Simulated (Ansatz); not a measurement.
`FC[SiH2][InH2]` + NH₃ → `N[SiH2][InH2]` + fluoromethane at 400 K and 1 bar (ligand exchange at the Si–C bond).

Computed with Ansatz on PBE0-D4/def2-TZVP structures; ΔE is electronic, products minus reactants. CBS: MP2 limit from def2 TZ/QZ plus the TZ coupled-cluster correction, frozen cores. This one scheme is used for every species. def2 core potentials past Kr. For In outer-core shells are correlated without core-valence functions, which leaves a few kJ/mol of doubt a bond. One conformer a species, not always the lowest.

| species | CCSD(T)/CBS energy (Eh) | H − E (kJ/mol) | S (J/(mol·K)) |
| --- | --- | --- | --- |
| `FC[SiH2][InH2]` | -620.30591 | 188.6 | 409.8 |
| NH₃ | -56.50880 | 104.2 | 203.1 |
| `N[SiH2][InH2]` | -537.19857 | 175.5 | 382.9 |
| `CF` | -139.63461 | 117.5 | 234.3 |

H − E and S are ideal-gas, rigid-rotor, harmonic terms from PBE0-D4/def2-TZVP, for one conformer and one mirror image of each species. 1 Eh = 2625.50 kJ/mol, R = 8.31446 J/(mol·K).

Task: By hand: ΔE, ΔH, ΔS and ΔG.

Result: ΔE = (-537.19857) + (-139.63461) − (-620.30591) − (-56.50880) = -0.01847 Eh = -48.5 kJ/mol. Δ(H − E) = 175.5 + 117.5 − 188.6 − 104.2 = 0.2, so ΔH = -48.3 kJ/mol. ΔS = 382.9 + 234.3 − 409.8 − 203.1 = 4.3 J/(mol·K). ΔG = -48.3 − 400 × (4.3)/1000 = -50.0 kJ/mol.

Task: By hand: the equilibrium constant, and the temperature at which ΔG would vanish if ΔH and ΔS stayed fixed.

Result: log₁₀ K = −ΔG/(RT ln 10) = 6.5. ΔH and −TΔS have one sign here, so there is no such temperature. One of them is within its doubt of zero, so this could turn.

The number of gas molecules stays the same, so ΔS is small and ΔH decides. A doubt of 5 kJ/mol in ΔE shifts log₁₀ K by 0.7 here. Other conformers and mirror images would add mixing entropy, several J/(mol·K) or more a flexible species. Modes under 60 cm⁻¹, often nearly free rotors, make the harmonic entropy too high. These are equilibria of isolated gas molecules and say nothing of rates. Largest T1 diagnostic: 0.014 (customary marks: 0.02 for closed shells, 0.045 for open ones).
